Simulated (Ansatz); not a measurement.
`C#CCC(=O)O` + H₂Te → `O=C(O)[TeH]` + `C#CC` at 700 K and 1 bar (substitution at a C–C bond).

Calculated with Ansatz (gas phase, PBE0-D4/def2-TZVP geometries, no zero-point term in ΔE). CBS: MP2 limit from def2 TZ/QZ plus the TZ coupled-cluster correction, frozen cores. This one scheme is used for every species. def2 core potentials past Kr. For Te outer-core shells are correlated without core-valence functions, which leaves a few kJ/mol of doubt a bond. One conformer a species, not always the lowest.

```tsv
species	CCSD(T)/CBS energy (Eh)	H − E (kJ/mol)	S (J/(mol·K))
`C#CCC(=O)O`	-304.90609	260.0	438.4
H₂Te	-268.91024	57.2	261.6
`O=C(O)[TeH]`	-457.32249	132.0	386.0
`C#CC`	-116.49627	191.4	312.9
```

H − E and S are ideal-gas, rigid-rotor, harmonic terms from PBE0-D4/def2-TZVP, for one conformer and one mirror image of each species. 1 Eh = 2625.50 kJ/mol, R = 8.31446 J/(mol·K).

Problem. By hand: ΔE, ΔH, ΔS and ΔG.

Solution. ΔE = (-457.32249) + (-116.49627) − (-304.90609) − (-268.91024) = -0.00243 Eh = -6.4 kJ/mol. Δ(H − E) = 132.0 + 191.4 − 260.0 − 57.2 = 6.2, so ΔH = -0.2 kJ/mol. ΔS = 386.0 + 312.9 − 438.4 − 261.6 = -1.1 J/(mol·K). ΔG = -0.2 − 700 × (-1.1)/1000 = 0.6 kJ/mol.

Problem. By hand: the equilibrium constant, and the temperature at which ΔG would vanish if ΔH and ΔS stayed fixed.

Solution. log₁₀ K = −ΔG/(RT ln 10) = 0.0. ΔG = 0 at ΔH/ΔS = 182 K, though so small a ΔH makes that figure unsure.

TΔS isn't small against ΔH here. The sign of ΔG lies within the doubt. A doubt of 5 kJ/mol in ΔE shifts log₁₀ K by 0.4 here. Other conformers and mirror images would add mixing entropy, several J/(mol·K) or more a flexible species. Modes under 60 cm⁻¹, often nearly free rotors, make the harmonic entropy too high. These are equilibria of isolated gas molecules and say nothing of rates. Largest T1 diagnostic: 0.015 (customary marks: 0.02 for closed shells, 0.045 for open ones).
